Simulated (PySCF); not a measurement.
The PySCF input:
```python
from pyscf import gto, scf, mcscf
import numpy

mol = gto.M(
    atom='''
C    -1.926265    0.959616    1.372473
N    -1.399867    0.017704    0.403601
C    -2.455392   -0.574175   -0.395494
Si    0.251202   -0.027993   -0.050896
Cl    0.783043    1.372405   -1.424976
Cl    0.624532   -1.847573   -0.834542
Cl    1.355760    0.272054    1.608704
H    -2.658226    0.453816    2.005440
H    -2.418661    1.800136    0.874298
H    -1.127328    1.343218    1.999649
H    -2.974966    0.187561   -0.984481
H    -3.179261   -1.056521    0.264509
H    -2.046060   -1.319931   -1.070103
''',
    basis='sto-3g',
    charge=0,
    spin=0,
    verbose=3,
)

mf = scf.RHF(mol)
mf.kernel()
mc = mcscf.CASSCF(mf, 4, 2)
mc.fix_spin_(ss=0.0)
mc = mc.state_average_([0.5, 0.5])
mc.kernel()
```

Q: What does this run give for the SCF-reference HOMO-LUMO gap, SCF-reference Mulliken (on the basis functions themselves) charges in atom order, SCF-reference dipole moment, total energy of the lowest state?

A: 
* **SCF-reference HOMO-LUMO gap**: 15.51 eV
* **SCF-reference Mulliken (on the basis functions themselves) charges in atom order**: C1 -0.08, N2 -0.47, C3 -0.08, Si4 1.21, Cl5 -0.34, Cl6 -0.33, Cl7 -0.33, H8 0.07, H9 0.06, H10 0.08, H11 0.06, H12 0.07, H13 0.08
* **SCF-reference dipole moment**: 3.08 D
* **total energy of the lowest state**: -1781.5663 Eh
